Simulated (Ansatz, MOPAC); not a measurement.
Molecule: SiHF, charge 0, multiplicity 1. SMILES: F[SiH]
Geometry: optimised at B3LYP-D3(BJ)/def2-TZVP (Ansatz, a first-principles code).

Wanted: vertical ionisation energy to the doublet, in eV. Terms: dispersion terms only where a functional's name holds one; non-relativistic; six Cartesian d functions in 6-31G* and its kin unless marked 5d; open shells spin-unrestricted; spin-orbit terms left out; each state is the SCF solution reached for its charge and spin. First-principles rows: single points at B3LYP-D3(BJ) geometries (Ansatz). Semi-empirical rows: differences of heats of formation at the shared geometry for vertical values.

```json
[
 {"species": "charge 1, doublet", "coefficient": "+1", "E at B3LYP/6-31G* (Ansatz), Eh": "-389.57455", "E at PBE/def2-TZVPD (Ansatz), Eh": "-389.39253", "heat of formation at MNDO (MOPAC), kcal/mol": "142.18"},
 {"species": "charge 0, singlet", "coefficient": "-1", "E at B3LYP/6-31G* (Ansatz), Eh": "-389.92519", "E at PBE/def2-TZVPD (Ansatz), Eh": "-389.74101", "heat of formation at MNDO (MOPAC), kcal/mol": "-43.92"}
]
```

 1 Eh = 27.2114 eV and 1 eV = 23.0605 kcal/mol.

**Question.** Compute it at each level from the table.

**Answer.** 
- B3LYP/6-31G*: the sum of coefficient times E is 0.35064 Eh, or 9.541 eV. Result: 9.54 eV.
- PBE/def2-TZVPD: the sum of coefficient times E is 0.34848 Eh, or 9.483 eV. Result: 9.48 eV.
- MNDO: the sum of coefficient times heat of formation is 186.10 kcal/mol, or 8.07 eV.
